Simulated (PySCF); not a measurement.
## Krypton: a sound run and one with changed settings

Sound run: Kr [Kr], Kr⁺ [Ar] 3d10 4s2 4p5. Computed with PySCF 2.14 in cc-pVTZ-DK (6s5p3d1f, 43 functions), with the spin-free X2C one-electron Hamiltonian (Gaussian nucleus). In the sound run the correlated levels freeze [Ar] 3d10. The sound run starts from symmetry-adapted Hartree-Fock orbitals and uses a fine grid where one is needed.

Changed run: initial guess 1e, at most 8 SCF cycles. This setting is unsound on purpose.

| species | method | sound run (hartree) | changed run (hartree) | converged |
| --- | --- | --- | --- | --- |
| Kr | UHF | -2788.17305 | -2788.17305 | yes |
| Kr | MN15 | -2791.84775 | -2791.84775 | no |
| Kr | LDA | -2786.14541 | -2786.14541 | no |
| Kr | MP2 | -2788.34432 | -2788.34432 | yes |
| Kr | CCSD(T) | -2788.36512 | -2788.36512 | yes |
| Kr⁺ | UHF | -2787.69343 | -2787.69343 | no |
| Kr⁺ | MN15 | -2791.33510 | -2791.33510 | yes |
| Kr⁺ | LDA | -2785.61864 | -2785.61864 | yes |

The SCF was stopped early; the energies are upper bounds that still move, and correlated levels were skipped or rest on poor orbitals.
